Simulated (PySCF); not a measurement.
Potential energy curve for SnH, doublet.

Calculation: CCSD(T) on UHF/def2-SVP, 4 core orbitals frozen, def2 effective core potentials past Kr in PySCF.

**Question.** Relative to R = 1.78 Å, what are the energies at R = 1.34, 1.50, 1.66, 2.05 Å?

**Answer.** 2.008 eV at 1.34 Å, 0.631 eV at 1.50 Å, 0.093 eV at 1.66 Å, 0.272 eV at 2.05 Å.

The scan ran from 1.34 to 7.16 Å; beyond the distances shown one of the unrestricted levels run for this scan, shown here or not, changes its spin distribution in one step.
